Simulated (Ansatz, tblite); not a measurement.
Isomers of Si$_{9}$⁻ (doublet), found by a short tight-binding search and relaxed with PBE-D4/def2-SVP in Ansatz.

The xTB rows come from tblite.

Other spin states weren't relaxed.

A:

```tsv
atom	x (Å)	y (Å)	z (Å)
Si1	0.627	-0.829	-1.437
Si2	-0.825	0.778	1.565
Si3	0.106	-0.574	3.137
Si4	-1.527	0.207	-1.167
Si5	-1.303	-1.719	-2.353
Si6	-1.722	2.247	-0.028
Si7	2.688	-1.293	-0.419
Si8	1.298	-0.281	1.176
Si9	0.657	1.463	-0.475
```

B:

```
atom    x (Å)    y (Å)    z (Å)
 Si1   0.5473  -0.5082  -0.9865
 Si2  -1.2358  -1.8265  -1.8167
 Si3  -2.5360   0.4150   1.2511
 Si4   2.8643  -0.3857  -1.3959
 Si5  -1.3842  -1.4953   0.5057
 Si6  -1.7633   0.5020  -1.1102
 Si7  -0.2328   0.8250   0.8890
 Si8   1.4436   2.0339   2.0200
 Si9   2.2969   0.4397   0.6435
```

Question: Estimate their order by electronic energy at PBE0-D4/def2-TZVPD, counted from the lowest.

Answer: B (0.0) < A (4.9), in kcal/mol.

Question: Do the other levels pick the same lowest one?

Answer: Not GFN2-xTB. Energies above each level's lowest (kcal/mol):

| level | A | B |
| --- | --- | --- |
| GFN2-xTB | 0.0 | 21.0 |
| PBE-D4/def2-TZVPD | 4.0 | 0.0 |
| r2SCAN-D4/def2-TZVPD | 4.8 | 0.0 |
| PBE0-D4/def2-TZVPD | 4.9 | 0.0 |
Point groups (tolerance 0.1 Å): A Cs, B not assigned. Lower isomers may exist.
